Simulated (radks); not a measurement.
Polarisability of the silicon ion Si4+, [Ne], at imaginary frequency. Calculated with a radial shooting solver on a logarithmic mesh with Libxc functionals: non-relativistic Kohn-Sham, LB94 model potential, spin-unpolarised, spherical densities, point nucleus. Response by self-consistent Sternheimer equations with the Hartree and adiabatic LDA kernel.

| w (hartree) | alpha1(iw) (bohr^3) | alpha2(iw) (bohr^5) |
|---|---|---|
| 0.00266 | 0.1703 | 0.1115 |
| 0.0143 | 0.1703 | 0.1115 |
| 0.0360 | 0.1703 | 0.1115 |
| 0.0697 | 0.1702 | 0.1115 |
| 0.118 | 0.1702 | 0.1115 |
| 0.186 | 0.1701 | 0.1114 |
| 0.280 | 0.1698 | 0.1113 |
| 0.413 | 0.1693 | 0.1110 |
| 0.605 | 0.1681 | 0.1103 |
| 0.892 | 0.1657 | 0.1089 |
| 1.35 | 0.1603 | 0.1058 |
| 2.12 | 0.1480 | 0.09851 |
| 3.59 | 0.1204 | 0.08193 |
| 6.94 | 0.07118 | 0.05026 |
| 17.5 | 0.02029 | 0.01451 |

Static values: alpha1 = 0.1703 bohr^3 (0.02523 angstrom^3; uncoupled 0.1905), alpha2 = 0.1115 bohr^5, alpha3 = 0.1203 bohr^7. C6 = 0.1273, C8 = 0.4312, triple-dipole C9 = 0.01580 atomic units. One-pole (London) frequency 4 C6 / (3 alpha1^2) = 5.856 hartree, against 6.001 for minus the highest occupied eigenvalue.
